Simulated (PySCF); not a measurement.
## TDDFT excited states: C7H7N

Compound: C7H7N.
SMILES: `C=C=CC/C=C\C#N`

Computed with TDDFT PBE0/def2-SVPD, vertical, gas phase, core orbitals frozen in the response (PySCF). One conformer (not necessarily the lowest) at the GFN2-xTB geometry, without solvent, vibrations or thermal averaging. Torsions of this conformer, `[CH2:1]=[C:2]=[CH:3][CH2:4]/[CH:5]=[CH:6]\[C:7]#[N:8]`: C2–C3–C4–C5 106°, C3–C4–C5–C6 113°.

| state | λ (nm) | E (eV) | f | \|μ\| (D) | main configurations (H = HOMO, L = LUMO) |
| --- | --- | --- | --- | --- | --- |
| S1 | 239.8 | 5.17 | 0.136 | 2.63 | H→L (82%), H-1→L (10%) |
| S2 | 226.6 | 5.47 | 0.053 | 1.59 | H-1→L (79%), H-2→L (8%) |
| S3 | 208.9 | 5.93 | 0.049 | 1.48 | H→L+1 (68%), H-1→L+1 (13%) |
| S4 | 199.7 | 6.21 | 0.363 | 3.93 | H-2→L (74%) |
| S5 | 192.7 | 6.43 | 0.0096 | 0.63 | H-3→L (86%) |
| S6 | 188.1 | 6.59 | 0.0048 | 0.44 | H-1→L+2 (39%), H→L+2 (16%), H-1→L+1 (13%) |

Triplets, Tamm–Dancoff:

```tsv
state	E (eV)	λ (nm)	main configurations (H = HOMO, L = LUMO)
T1	3.66	339.0	H→L (41%), H-2→L (39%), H-1→L (14%)
T2	4.44	279.0	H→L+2 (23%), H-1→L (21%), H→L (20%)
```

The lowest singlet comes at 240 nm (499 kJ/mol) in the ultraviolet; it is of moderate strength; its leading configuration is HOMO→LUMO (82%). The most intense listed level is S4 at 6.21 eV (200 nm, f = 0.363), 1.04 eV above S1. Löwdin shares by element: HOMO carbon 69% or more (atoms not listed hold the other 31%); LUMO carbon 63% or more, nitrogen 14% (atoms not listed hold the other 23%). The oscillator strengths of these states sum to 0.615; summed over the whole spectrum of an exact calculation they would give the number of electrons, 56 (Thomas–Reiche–Kuhn). Weighted by f, the mean energy of these states is 5.90 eV. The listed states span 1.42 eV, and the widest gap between neighbours is 0.46 eV (S2 to S3). The window holds the lowest 6 singlets.
